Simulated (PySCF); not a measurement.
1-ethenyl-1-fluorocyclopropane (C₅H₇F), SMILES C=CC1(F)CC1.

Geometry: PBE-D3(BJ)/def2-SVP. Other conformers were not sampled.

All values below come from PBE-D3(BJ)/def2-SVP (PySCF 2.14.0).

No scaling factor is applied to the harmonic values.

**Question.** List the normal modes with their intensities. (An estimate is asked for; the answer gives what the named calculation found.)

**Answer.** 
```json
[
 {"mode": "1", "ν (cm⁻¹)": "127", "IR (km/mol)": "0.2", "moving atoms (share of kinetic energy)": "C 60 %, H 35 %"},
 {"mode": "2", "ν (cm⁻¹)": "238", "IR (km/mol)": "0.2", "moving atoms (share of kinetic energy)": "C 44 %, F 30 %, H 26 %"},
 {"mode": "3", "ν (cm⁻¹)": "288", "IR (km/mol)": "0.8", "moving atoms (share of kinetic energy)": "H 57 %, C 38 %"},
 {"mode": "4", "ν (cm⁻¹)": "355", "IR (km/mol)": "3.2", "moving atoms (share of kinetic energy)": "C 43 %, F 34 %, H 23 %"},
 {"mode": "5", "ν (cm⁻¹)": "431", "IR (km/mol)": "0.0", "moving atoms (share of kinetic energy)": "C 41 %, H 40 %, F 19 %"},
 {"mode": "6", "ν (cm⁻¹)": "496", "IR (km/mol)": "5.6", "moving atoms (share of kinetic energy)": "C 64 %, H 23 %, F 13 %"},
 {"mode": "7", "ν (cm⁻¹)": "669", "IR (km/mol)": "2.9", "moving atoms (share of kinetic energy)": "H 50 %, C 50 %"},
 {"mode": "8", "ν (cm⁻¹)": "713", "IR (km/mol)": "6.2", "moving atoms (share of kinetic energy)": "C 45 %, H 29 %, F 26 %"},
 {"mode": "9", "ν (cm⁻¹)": "739", "IR (km/mol)": "0.7", "moving atoms (share of kinetic energy)": "H 97 %"},
 {"mode": "10", "ν (cm⁻¹)": "858", "IR (km/mol)": "2.4", "moving atoms (share of kinetic energy)": "H 76 %, C 24 %"},
 {"mode": "11", "ν (cm⁻¹)": "882", "IR (km/mol)": "22.3", "moving atoms (share of kinetic energy)": "H 55 %, C 30 %, F 15 %"},
 {"mode": "12", "ν (cm⁻¹)": "886", "IR (km/mol)": "41.9", "moving atoms (share of kinetic energy)": "H 72 %, C 28 %"},
 {"mode": "13", "ν (cm⁻¹)": "923", "IR (km/mol)": "28.5", "moving atoms (share of kinetic energy)": "C 88 %, H 11 %"},
 {"mode": "14", "ν (cm⁻¹)": "966", "IR (km/mol)": "13.1", "moving atoms (share of kinetic energy)": "H 65 %, C 31 %"},
 {"mode": "15", "ν (cm⁻¹)": "981", "IR (km/mol)": "5.2", "moving atoms (share of kinetic energy)": "H 91 %, C 9 %"},
 {"mode": "16", "ν (cm⁻¹)": "993", "IR (km/mol)": "20.6", "moving atoms (share of kinetic energy)": "H 63 %, C 31 %"},
 {"mode": "17", "ν (cm⁻¹)": "1011", "IR (km/mol)": "3.2", "moving atoms (share of kinetic energy)": "H 67 %, C 33 %"},
 {"mode": "18", "ν (cm⁻¹)": "1028", "IR (km/mol)": "6.7", "moving atoms (share of kinetic energy)": "C 59 %, H 39 %"},
 {"mode": "19", "ν (cm⁻¹)": "1136", "IR (km/mol)": "0.1", "moving atoms (share of kinetic energy)": "H 77 %, C 23 %"},
 {"mode": "20", "ν (cm⁻¹)": "1234", "IR (km/mol)": "10.7", "moving atoms (share of kinetic energy)": "H 63 %, C 36 %"},
 {"mode": "21", "ν (cm⁻¹)": "1290", "IR (km/mol)": "34.9", "moving atoms (share of kinetic energy)": "C 60 %, H 37 %"},
 {"mode": "22", "ν (cm⁻¹)": "1292", "IR (km/mol)": "10.4", "moving atoms (share of kinetic energy)": "H 56 %, C 41 %"},
 {"mode": "23", "ν (cm⁻¹)": "1365", "IR (km/mol)": "3.9", "moving atoms (share of kinetic energy)": "H 92 %, C 8 %"},
 {"mode": "24", "ν (cm⁻¹)": "1385", "IR (km/mol)": "5.5", "moving atoms (share of kinetic energy)": "H 69 %, C 30 %"},
 {"mode": "25", "ν (cm⁻¹)": "1427", "IR (km/mol)": "11.5", "moving atoms (share of kinetic energy)": "H 51 %, C 49 %"},
 {"mode": "26", "ν (cm⁻¹)": "1670", "IR (km/mol)": "19.8", "moving atoms (share of kinetic energy)": "C 90 %, H 10 %"},
 {"mode": "27", "ν (cm⁻¹)": "3068", "IR (km/mol)": "6.7", "moving atoms (share of kinetic energy)": "H 96 %"},
 {"mode": "28", "ν (cm⁻¹)": "3069", "IR (km/mol)": "1.0", "moving atoms (share of kinetic energy)": "H 95 %"},
 {"mode": "29", "ν (cm⁻¹)": "3085", "IR (km/mol)": "3.9", "moving atoms (share of kinetic energy)": "H 94 %"},
 {"mode": "30", "ν (cm⁻¹)": "3096", "IR (km/mol)": "3.2", "moving atoms (share of kinetic energy)": "H 92 %"},
 {"mode": "31", "ν (cm⁻¹)": "3164", "IR (km/mol)": "0.5", "moving atoms (share of kinetic energy)": "H 89 %, C 11 %"},
 {"mode": "32", "ν (cm⁻¹)": "3174", "IR (km/mol)": "1.8", "moving atoms (share of kinetic energy)": "H 89 %, C 11 %"},
 {"mode": "33", "ν (cm⁻¹)": "3192", "IR (km/mol)": "2.8", "moving atoms (share of kinetic energy)": "H 89 %, C 11 %"}
]
```
